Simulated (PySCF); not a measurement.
C4H5, multiplicity 2. Atoms are numbered in the order given.

```xyz
9

C      1.9080     0.1143     0.5207
C      0.5003     0.0296     0.1317
C     -0.6851    -0.0411    -0.1878
C     -2.0150    -0.1205    -0.5477
H      2.4505    -0.8030     0.2421
H      2.0061     0.2457     1.6112
H      2.4021     0.9692     0.0325
H     -2.5736     0.7777    -0.8259
H     -2.5341    -1.0831    -0.5614
```
Charge 0, spin multiplicity 2.

The structure is a stationary point at ωB97X-D3(BJ)/def2-SVP.

Computed with B3LYP/def2-TZVPD (PySCF).

Mulliken values depend strongly on the basis, most of all with diffuse functions as here. ESP charges are fitted to the potential on shells at 1.4 to 2.0 van der Waals radii. Atomic charges (e):

```tsv
atom	meta-Löwdin	ESP fit	Mulliken spin
C1	-0.32	-0.57	-0.04
C2	-0.04	0.10	0.47
C3	-0.05	-0.04	-0.22
C4	-0.26	-0.49	0.78
H5	0.14	0.19	0.01
H6	0.14	0.19	0.04
H7	0.14	0.19	0.01
H8	0.13	0.21	-0.02
H9	0.13	0.21	-0.02
```
